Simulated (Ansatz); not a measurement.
Reaction (redistribution): `C=C=C[SiH2]C` + `[OH][SnH2][Br]` → `C=C=C[SiH3]` + `C[O][SnH2][Br]`

Program: Ansatz. Geometries: PBE0-D4/def2-TZVP. ΔE: electronic, gas phase. CBS: MP2 limit from def2 TZ/QZ plus the TZ coupled-cluster correction, frozen cores. DFT in def2-TZVPP. def2 core potentials past Kr. For Br, Sn outer-core shells are correlated without core-valence functions, which leaves a few kJ/mol of doubt a bond. Scalar relativity is left out up to krypton. Each species was taken in one conformer, which may not be the lowest.

`C=C=C[SiH2]C`:

```xyz
13

C     1.030   -2.221   -0.269
C     1.116   -1.042    0.275
C     1.159    0.149    0.796
Si   -0.180    1.405    0.460
C    -1.495    0.690   -0.653
H     0.527   -3.037    0.239
H     1.472   -2.424   -1.238
H     1.998    0.407    1.440
H     0.439    2.610   -0.160
H    -0.766    1.836    1.760
H    -2.275    1.429   -0.846
H    -1.068    0.382   -1.610
H    -1.957   -0.186   -0.193
```

`[OH][SnH2][Br]`:

```xyz
6

O     0.750   -1.241   -0.564
Sn   -0.369    0.305   -0.151
Br   -0.415    0.534    2.317
H     1.610   -1.218   -0.136
H     0.336    1.731   -0.756
H    -1.913   -0.112   -0.709
```

`C=C=C[SiH3]`:

Cartesian coordinates in Å:
```
C 0.353 1.370 -1.679
C -0.181 0.826 -0.626
C -0.686 0.253 0.428
Si 0.079 -1.276 1.162
H 0.045 1.077 -2.677
H 1.116 2.135 -1.588
H -1.576 0.687 0.882
H -0.898 -2.398 1.153
H 0.471 -1.028 2.576
H 1.276 -1.648 0.369
```

`C[O][SnH2][Br]`:

Z-matrix (Å, degrees):
```
C
O 1 1.408
H 1 1.097 2 112.1
H 1 1.093 2 107.9 3 118.9
H 1 1.099 2 112.4 3 -122.2
Sn 2 1.951 1 120.3 3 62.7
Br 6 2.480 2 106.5 1 -58.1
H 6 1.694 2 105.4 1 -174.4
H 6 1.703 2 109.5 1 57.0
```

| level | ΔE (kJ/mol) |
| --- | --- |
| PBE0-D4 | 102.2 |
| MP2/def2-TZVPP | 106.2 |
| HF/def2-QZVPP | 87.9 |
| MP2/def2-QZVPP | 107.6 |

(1) What does CCSD(T)/CBS give? (An estimate is asked.)

Largest T1 diagnostic among the species: 0.012.

## Answers

(1) Computed: +101.7 kJ/mol. The listed levels differ from it by 0.5, 4.5, -13.8, 5.9 kJ/mol.

In def2-TZVPP, CCSD(T) changes the Hartree–Fock value by +11.0 kJ/mol (the triples alone add +0.6 kJ/mol) and MP2 by +18.1 kJ/mol.
